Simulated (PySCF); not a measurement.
SMILES [SiH3][InH2], singlet (B3LYP/def2-SVP optimised geometry):

```
7

In     0.516     0.821     0.000
H      2.263     0.821     0.000
H     -0.303     2.363     0.000
Si    -0.795    -1.436    -0.021
H     -0.607    -2.119    -1.340
H     -2.263    -1.259     0.194
H     -0.283    -2.363     1.037
```

Calculation: PySCF 2.14.0 with B3LYP/def2-TZVP, def2 effective core potentials past Kr.

Task: What are the frontier orbital energies and the dipole moment?

Result: HOMO-2 -9.55 eV, HOMO-1 -7.94 eV, HOMO -7.15 eV, LUMO -2.41 eV, LUMO+1 -0.49 eV; dipole moment 0.07 D.

On the same geometry PBE/def2-TZVP, def2 effective core potentials past Kr in PySCF gives HOMO-2 -8.43 eV, HOMO-1 -6.96 eV, HOMO -6.34 eV, LUMO -2.87 eV, LUMO+1 -1.01 eV; dipole moment 0.09 D.
